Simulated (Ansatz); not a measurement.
A run for Ansatz (an electronic-structure program): U-CCSD(T)/def2-SVPD on HNaO (SMILES [OH][Na]), a point of a bond scan (R = 0.954 Å).

Ansatz 0.2 input:
```yaml
crystal:
  periodic: [false, false, false]
  atoms:
    - {symbol: Na, position_ang: [-0.00000000, -0.00000000, -0.91728888]}
    - {symbol: O, position_ang: [0.00000000, 0.00000000, 1.01510457]}
    - {symbol: H, position_ang: [0.00000000, 0.00000000, 1.96934116]}
basis:
  gaussian:
    orbitals: def2-SVPD
correlation: {method: ccsd_t, electrons: outside_noble_gas}
scf: {omitted_lower_state_checks: [cluster_reference]}
magnetization: {spin_polarized: true, initial_magnetization: 0}
```

The head of its log:

```
WARN ansatz: RAYON_NUM_THREADS=1 ignored (pool sized by the plan → 1); use --threads N
Functional definition: HF
these checks for a lower state are left out or cut short: cluster_reference
integrals: 0.02 GiB planned
459 factors; integrals over basis functions are off by at most 1.2e-3 eV
mean field: 0.10 GiB planned
mean field evaluation 1: about -6450.1289 eV, gradient 3.3e1 eV
mean field evaluation 2: about -6450.1587 eV, gradient 3.3e1 eV
mean field evaluation 4: about -6454.3108 eV, gradient 9.9e-1 eV
mean field evaluation 8: about -6454.3243 eV, gradient 9.3e-4 eV
mean field evaluation 16: about -6452.1038 eV, gradient 2.5e-1 eV
mean field evaluation 32: about -6454.3087 eV, gradient 7.6e-1 eV
mean field evaluation 64: about -6454.2684 eV, gradient 9.9e-1 eV
mean field -6454.32429655 eV, -237.1920429999 hartree, gradient 2.9e-6 eV, S^2 0.000000; 3 other end points of the search recorded, 0 dependent functions left out
6 core orbitals not correlated
reference -6454.32429655 eV, -237.1920429999 hartree; 4, 4 occupied and 39, 39 virtual orbitals, 459 factors
```

Question: Predict the final total energy.

Answer: -237.4258 hartree (reference determinant -237.1920, T1 diagnostic 0.022).
